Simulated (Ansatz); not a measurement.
Ansatz (a first-principles code) input (CCSD(T)/aug-cc-pV(T+d)Z):
A basis named .json is the Basis Set Exchange file of that set.

Ansatz 0.2 input:
```yaml
crystal:
  periodic: [false, false, false]
  atoms:
    - {symbol: C, position_ang: [2.47236508, -0.14018039, 0.40710994]}
    - {symbol: Si, position_ang: [0.96685661, -0.01179819, -0.67946841]}
    - {symbol: O, position_ang: [-0.37662703, 0.00455399, 0.26549426]}
    - {symbol: Si, position_ang: [-2.00747352, 0.07862936, 0.35548872]}
    - {symbol: H, position_ang: [2.44759018, -1.05598543, 1.00071863]}
    - {symbol: H, position_ang: [2.53272380, 0.70836428, 1.09122449]}
    - {symbol: H, position_ang: [3.38132109, -0.15293283, -0.19929234]}
    - {symbol: H, position_ang: [1.00768843, 1.23410107, -1.48505740]}
    - {symbol: H, position_ang: [0.89182632, -1.16708027, -1.60823081]}
    - {symbol: H, position_ang: [-2.39863184, 0.02440098, 1.78057366]}
    - {symbol: H, position_ang: [-2.49948826, 1.34191038, -0.24371525]}
    - {symbol: H, position_ang: [-2.61556717, -1.06376410, -0.36711915]}
basis:
  gaussian:
    orbitals: aug-cc-pV_T+d_Z.json
total_charge: 1
magnetization: {spin_polarized: true, initial_magnetization: 1}
correlation: {method: ccsd_t, electrons: outside_noble_gas}
```

End of the output:

```
integrals: 9.63 GiB planned
2183 factors; integrals over basis functions are off by at most 1.1e-3 eV
2.95 GiB of device memory are held for the factors and their scratch space
mean field: 2.89 GiB planned
mean field evaluation 1: about -18903.5740 eV, gradient 4.6e1 eV
mean field evaluation 2: about -18903.5745 eV, gradient 4.6e1 eV
mean field evaluation 4: about -18912.6149 eV, gradient 5.2e0 eV
mean field evaluation 8: about -18913.2443 eV, gradient 2.1e0 eV
mean field evaluation 16: about -18913.5619 eV, gradient 1.3e-5 eV
mean field evaluation 32: about -18913.2937 eV, gradient 2.6e0 eV
mean field evaluation 64: about -18913.3059 eV, gradient 5.3e0 eV
mean field evaluation 96: about -18913.5614 eV, gradient 3.0e-1 eV
mean field evaluation 128: about -18913.3731 eV, gradient 4.9e-1 eV
mean field evaluation 160: about -18911.3393 eV, gradient 1.5e1 eV
mean field evaluation 192: about -18912.5878 eV, gradient 9.5e-1 eV
mean field evaluation 224: about -18912.0499 eV, gradient 4.6e0 eV
mean field evaluation 256: about -18912.4493 eV, gradient 1.6e0 eV
mean field evaluation 288: about -18910.7678 eV, gradient 3.9e-4 eV
mean field evaluation 320: about -18912.9467 eV, gradient 6.0e-1 eV
mean field evaluation 352: about -18912.7870 eV, gradient 1.3e0 eV
mean field evaluation 384: about -18913.1805 eV, gradient 2.3e0 eV
mean field evaluation 416: about -18913.3818 eV, gradient 4.2e-3 eV
mean field evaluation 448: about -18912.3714 eV, gradient 4.6e0 eV
mean field evaluation 480: about -18912.9559 eV, gradient 6.7e-1 eV
mean field evaluation 512: about -18912.9594 eV, gradient 6.7e-1 eV
mean field -18913.56185241 eV, -695.0605780034 hartree, gradient 9.8e-7 eV, S^2 0.770234; 12 other end points of the search recorded, 0 dependent functions left out
determinant -18913.56185241 eV, -695.0605780034 hartree, with singles and doubles -18932.91352617 eV, -695.7717388972 hartree
determinant -18913.38182573 eV, -695.0539621450 hartree, with singles and doubles -18932.89350774 eV, -695.7710032334 hartree
determinant -18913.38132594 eV, -695.0539437780 hartree, with singles and doubles -18932.85288593 eV, -695.7695104095 hartree
determinant -18910.76776112 eV, -694.9578970424 hartree, with singles and doubles -18930.06061453 eV, -695.6668963282 hartree
determinant -18913.56185241 eV, -695.0605780034 hartree, with singles and doubles -18932.63813293 eV, -695.7616183823 hartree
determinant -18913.38182573 eV, -695.0539621450 hartree, with singles and doubles -18932.64538758 eV, -695.7618849856 hartree
determinant -18913.38132594 eV, -695.0539437780 hartree, with singles and doubles -18932.62401473 eV, -695.7610995477 hartree
12 core orbitals not correlated
reference -18913.38182573 eV, -695.0539621450 hartree; 13, 12 occupied and 361, 362 virtual orbitals, 2183 factors
second order -17.59723259 eV of doubles, -0.00000000 eV of singles
coupled cluster: 87.89 GiB planned
cycle   1  -19.26356512 eV  change   -3.3e-6 eV  update   5.6e-6
perturbative correction -0.77518825 eV, -0.0284876429 hartree
Total energy: -18933.42057911 eV, -695.7903727489 hartree
```

This state (charge 1, doublet) is run at the relaxed geometry of the species with charge 0 and multiplicity 1.
